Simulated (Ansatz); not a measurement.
Consider the substitution at a C–N bond: `C[NH][SnH3]` + `[SiH]S` → `CS[SiH]` + `[NH2][SnH3]`.

Isolated molecules relaxed with PBE0-D4/def2-TZVP in Ansatz; ΔE leaves out vibrations. CCSD(T)/CBS is the MP2 limit (def2-TZVPP, def2-QZVPP) plus CCSD(T) − MP2 in def2-TZVPP, frozen cores. This one scheme is used for every species. DFT in def2-TZVPP. B3LYP here is the variant with VWN-RPA as its local correlation; programs differ in this. def2 core potentials past Kr. For Sn outer-core shells are correlated without core-valence functions, which leaves a few kJ/mol of doubt a bond.

```json
{"level": "B3LYP-D4", "ΔE (eV)": "-0.38"}
{"level": "HF/def2-QZVPP", "ΔE (eV)": "-0.31"}
```

(1) What does CCSD(T)/CBS give? (An estimate is asked.)

(2) What do rigid-rotor, harmonic-oscillator terms from PBE0-D4/def2-TZVP frequencies (298.15 K, 1 bar) make of the CCSD(T)/CBS value? (Best estimate.)

Largest T1 diagnostic among the species: 0.016.

## Answers

(1) Computed: -0.39 eV. The listed levels differ from it by 0.01, 0.08 eV.

(2) The calculation gave: ΔZPE = +0.03 eV, ΔH = -0.35 eV, ΔS = 5 J/(mol·K), ΔG = -0.37 eV.

From BLYP to BHLYP (50 % exact exchange), in def2-TZVPP and without D4, ΔE moves by +0.04 eV. Leaving LDA and LC-ωPBE aside and taking each functional with its dispersion term where it has one, the values, not all of them listed here, spread over 0.08 eV, from r2SCAN-D4 to CAM-B3LYP-D4.
